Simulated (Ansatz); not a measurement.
Cost and result for the atomization energy of C₂H₇NOSn (12 atoms, 10 bonds).

```csv
atom,x (Å),y (Å),z (Å)
C1,-1.8598,0.3975,0.3212
Sn2,-0.1016,1.6216,-0.1599
N3,0.5863,0.2770,-1.5683
C4,1.7011,-0.7853,1.1051
O5,1.0469,0.1394,1.5219
H6,-1.6724,-0.6572,0.1022
H7,-2.1310,0.4965,1.3746
H8,-2.7130,0.7289,-0.2783
H9,1.1985,0.6072,-2.3005
H10,-0.0520,-0.4093,-1.9488
H11,1.7741,-0.9655,0.0183
H12,2.2230,-1.4508,1.8124
```

Charge 0, multiplicity 1. Correlated methods include outer-core shells of Sn, which these sets cover unevenly. Sn takes the def2 core potential. The bonds changed during the relaxation, so this is another structure than the one it started from. All single points use the PBE0-D4/def2-TZVP geometry. It is one conformer, not always the lowest. Program: Ansatz. All runs use 4 threads of an AMD EPYC on a shared host. Times are those of one run each, without the atoms' runs, and a repeat can differ threefold. Electronic energies, without spin–orbit coupling; frozen cores. CCSD(T)/CBS adds CCSD(T) − MP2 in def2-TZVPP to the MP2 limit, and its time is that of the two runs behind it. T1 = 0.016. With those shells the extrapolation isn't a true limit. B3LYP takes the VWN-RPA correlation (the form of Gaussian; ORCA's B3LYP/G).

CCSD(T)/CBS is a level of theory with its own doubt, some kJ/mol a heavy atom from the limit and from the frozen cores, so smaller differences don't rank the functionals.

```json
{"level": "PBE-D4/def2-TZVPP (with forces)", "functions": "272", "wall time": "5.5 s"}
{"level": "PBE0-D4/def2-TZVPP", "functions": "272", "wall time": "6.5 s"}
{"level": "r2SCAN-D4/def2-TZVPP (with forces)", "functions": "272", "wall time": "8.5 s"}
{"level": "B3LYP-D4/def2-TZVPP (with forces)", "functions": "272", "wall time": "11 s"}
{"level": "B2PLYP/def2-TZVPP", "functions": "272", "wall time": "12 s"}
{"level": "ωB97X-V/def2-TZVPP", "functions": "272", "wall time": "14 s"}
{"level": "ωB97M-V/def2-TZVPP (with forces)", "functions": "272", "wall time": "19 s"}
{"level": "MP2/def2-QZVPP", "functions": "520", "wall time": "61 s"}
{"level": "CCSD(T)/def2-TZVPP", "functions": "272", "wall time": "10 min"}
{"level": "CCSD(T)/CBS(def2)", "functions": "–", "wall time": "11 min"}
```

**Question.** What atomization energy does each give, and how far from CCSD(T)/CBS? (Estimate.)

**Answer.** The calculation gave: 
```tsv
level	atomization (kJ/mol)	difference from CCSD(T)/CBS	per bond
PBE-D4/def2-TZVPP (with forces)	4338.0	85.3	8.5
PBE0-D4/def2-TZVPP	4221.4	-31.3	-3.1
r2SCAN-D4/def2-TZVPP (with forces)	4224.1	-28.6	-2.9
B3LYP-D4/def2-TZVPP (with forces)	4251.0	-1.7	-0.2
B2PLYP/def2-TZVPP	4192.6	-60.1	-6.0
ωB97X-V/def2-TZVPP	4243.4	-9.3	-0.9
ωB97M-V/def2-TZVPP (with forces)	4243.0	-9.7	-1.0
MP2/def2-QZVPP	4250.4	-2.3	-0.2
CCSD(T)/def2-TZVPP	4122.2	-130.5	-13.1
CCSD(T)/CBS(def2)	4252.7	0.0	0.0
```

In def2-TZVPP, CCSD(T) changes the Hartree–Fock value by +1216.2 kJ/mol (the triples alone add +75.5 kJ/mol) and MP2 by +1266.7 kJ/mol; breaking electron pairs costs correlation energy, which Hartree–Fock lacks. The D4 term adds +43.1 kJ/mol with B3LYP and +22.8 kJ/mol with PBE0; it sums over pairs of atoms, weighted by their polarisabilities, and B3LYP, whose exchange is more repulsive, gets the larger term. From PBE to PBE0 (25 % exact exchange), in def2-TZVPP and without D4, the atomization energy moves by −112.6 kJ/mol: exact exchange takes away binding that semilocal exchange gives to molecules.

Spin–orbit coupling would lower the free Sn atoms strongly, and the atomization energy with them, by more than many differences here. For some Ge, Se and Sn compounds the MP2-based and the directly extrapolated limit differ by 10 to 25 kJ/mol.
